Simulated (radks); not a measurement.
Results of a calculation; reference values are marked as such.
The tungsten ion W33+, 41 electrons, occupied as [Kr] 4d5 (the NIST ground configuration). Code: a radial shooting solver on a logarithmic mesh with Libxc functionals. Model: non-relativistic Kohn-Sham, PBE, spin-polarised, spherical densities, point nucleus; open shells are filled with parallel spins first (spin-orbit coupling, left out, can overturn this in heavy ions); relativity is left out, which matters for an element this heavy. Some entries of the table are withheld. Estimate them.

orbital,occ.,eigenvalue (eV),r(max) (bohr),<r> (bohr)
1s up,1,-65055.01,0.01358,0.02047
1s down,1,-65054.91,0.01358,0.02047
2s up,1,-11792.27,0.07400,0.08648
2s down,1,-11786.56,0.07399,0.08648
2p up,3,-11356.58,0.05746,0.07316
2p down,3,-11352.23,0.05745,0.07315
3s up,1,-3676.980,0.2025,0.2177
3s down,1,-3674.011,0.2025,0.2175
3p up,3,-3478.684,0.1907,0.2077
3p down,3,-3475.675,0.1907,0.2075
3d up,5,-3112.620,0.1504,0.1819
3d down,5,-3108.231,0.1505,0.1819
4s up,1,-1612.449,0.4325,0.4425
4s down,1,-1599.745,0.4326,0.4433
4p up,3,(1),0.4292,0.4408
4p down,3,(2),0.4293,0.4417
4d up,5,-1372.732,0.4144,0.4323
4d down,0,-1359.887,0.4145,0.4331

Answer. 
(1) 4p up eigenvalue (eV): -1526.446
(2) 4p down eigenvalue (eV): -1513.720
